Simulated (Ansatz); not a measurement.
```yaml
crystal:
  periodic: [false, false, false]
  atoms:
    - {symbol: C, position_ang: [-1.932951, 0.510269, 0.205984]}
    - {symbol: Al, position_ang: [-0.151361, -0.299910, 0.352595]}
    - {symbol: C, position_ang: [1.412273, 0.733174, 0.925429]}
    - {symbol: O, position_ang: [-0.016340, -2.002642, 0.603856]}
    - {symbol: S, position_ang: [0.456217, -0.554983, -2.188657]}
    - {symbol: H, position_ang: [-2.373507, 0.670757, 1.196363]}
    - {symbol: H, position_ang: [-1.897703, 1.490523, -0.281228]}
    - {symbol: H, position_ang: [-2.635764, -0.110362, -0.358764]}
    - {symbol: H, position_ang: [2.349342, 0.192968, 0.758273]}
    - {symbol: H, position_ang: [1.360453, 0.945981, 1.999004]}
    - {symbol: H, position_ang: [1.487284, 1.700963, 0.418531]}
    - {symbol: H, position_ang: [-0.789401, -2.562602, 0.640876]}
    - {symbol: H, position_ang: [1.526660, -1.295698, -1.858032]}
    - {symbol: H, position_ang: [1.191898, 0.552360, -2.385428]}
basis:
  gaussian: {orbitals: ANO-RCC-VTZP, final_grid: {core_spheres: 1, valence_spheres: 1, degree: 5}}
magnetization: {spin_polarized: true, initial_magnetization: 2}
hamiltonian: {xc: {name: r2SCAN}}
output: {forces: true}
```

```sh
$ ansatz run in.yaml --threads 4 --pin off --events-out ev --progress --plain --max-ram 10444MiB
```

It prints (some lines left out):

```
Functional definition: r2SCAN
1872 factors; their error is unknown
mean field evaluation 1: about -21711.3331 eV, gradient 7.6e1 eV
mean field evaluation 2: about -21375.9621 eV, gradient 2.1e2 eV
mean field evaluation 4: about -21717.8206 eV, gradient 6.3e1 eV
mean field evaluation 8: about -21737.6058 eV, gradient 1.6e1 eV
mean field evaluation 16: about -21709.2493 eV, gradient 5.8e0 eV
mean field evaluation 32: about -21709.9326 eV, gradient 3.4e-5 eV
a density is far from that of the atoms, so the factors are made again for it
1883 factors; integrals over basis functions are off by at most 1.0e-3 eV
mean field -21709.93214092 eV, -797.8252906584 hartree, gradient 2.3e-5 eV, S^2 2.033796; 0 other end points of the search recorded, 0 dependent functions left out
reference -21709.93224973 eV, -797.8252946569 hartree; 30, 28 occupied and 254, 256 virtual orbitals, 1883 factors
Total energy: -21709.93224973 eV, -797.8252946569 hartree
Relativity: scalar
Atom 0 at    -1.932951     0.510269     0.205984 Å, force    -8.552084     1.172981     0.169643 eV/Å
Atom 1 at    -0.151361    -0.299910     0.352595 Å, force     2.935272    -7.424809     1.388946 eV/Å
Atom 2 at     1.412273     0.733174     0.925429 Å, force     3.500050     1.119335     1.395578 eV/Å
Atom 3 at    -0.016340    -2.002642     0.603856 Å, force   -10.850965     2.973635    -0.234457 eV/Å
Atom 4 at     0.456217    -0.554983    -2.188657 Å, force     2.221714     3.674827     2.863708 eV/Å
Atom 5 at    -2.373507     0.670757     1.196363 Å, force     2.966601    -1.622714    -4.325635 eV/Å
Atom 6 at    -1.897703     1.490523    -0.281228 Å, force     1.999866    -4.395318     2.703524 eV/Å
Atom 7 at    -2.635764    -0.110362    -0.358764 Å, force     5.106591     2.656234     2.212388 eV/Å
Atom 8 at     2.349342     0.192968     0.758273 Å, force    -6.226949     2.590012     0.857315 eV/Å
Atom 9 at     1.360453     0.945981     1.999004 Å, force    -0.460553    -1.324574    -6.163718 eV/Å
Atom 10 at     1.487284     1.700963     0.418531 Å, force    -1.861397    -5.020352     3.181421 eV/Å
Atom 11 at    -0.789401    -2.562602     0.640876 Å, force     9.625078     8.647154     0.951120 eV/Å
Atom 12 at     1.526660    -1.295698    -1.858032 Å, force    -0.662811     0.431918    -3.247140 eV/Å
Atom 13 at     1.191898     0.552360    -2.385428 Å, force     0.259587    -3.478330    -1.752692 eV/Å
Dipole moment:     0.065255    -0.432489    -0.378706 e Å
```

In this input the integration grid is far too coarse. The run converged. The result belongs to that input, not to the molecule as meant.
